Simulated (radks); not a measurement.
Results of a calculation; reference values are marked as such.
Task: The zirconium ion Zr3+, 37 electrons, occupied as [Kr] 4d1 (the NIST ground configuration). Level of theory: Dirac Kohn-Sham, PBEsol, spin-unpolarised, spherical densities, finite nucleus; open shells are shared between the two j in proportion to 2j + 1; Fermi nuclear charge, rms radius 4.2694 fm (a radial shooting solver on a logarithmic mesh with Libxc functionals). Some entries of the table are withheld. Estimate them.

| orbital | occ. | eigenvalue (Ry) | r(max) (bohr) | <r> (bohr) |
|---|---|---|---|---|
| 1s1/2 | 2 | -1310.691 | 0.02415 | 0.03708 |
| 2s1/2 | 2 | -183.3536 | 0.1371 | 0.1624 |
| 2p1/2 | 2 | -168.0498 | 0.1070 | 0.1387 |
| 2p3/2 | 4 | -161.7459 | 0.1106 | 0.1431 |
| 3s1/2 | 2 | -31.73238 | 0.4086 | 0.4586 |
| 3p1/2 | 2 | -26.03637 | 0.3963 | 0.4551 |
| 3p3/2 | 4 | -25.03179 | 0.4055 | 0.4656 |
| 3d3/2 | 4 | -14.98057 | 0.3456 | 0.4504 |
| 3d5/2 | 6 | -14.79691 | 0.3483 | 0.4539 |
| 4s1/2 | 2 | -5.98796 | 1.075 | 1.202 |
| 4p1/2 | 2 | -4.43819 | 1.156 | 1.322 |
| 4p3/2 | 4 | -4.30212 | 1.181 | 1.350 |
| 4d3/2 | 0.4 | -2.07742 | (1) | (2) |
| 4d5/2 | 0.6 | -2.06353 | (3) | (4) |

Result: 
(1) 4d3/2 r(max) (bohr): 1.493
(2) 4d3/2 <r> (bohr): 1.822
(3) 4d5/2 r(max) (bohr): 1.503
(4) 4d5/2 <r> (bohr): 1.834
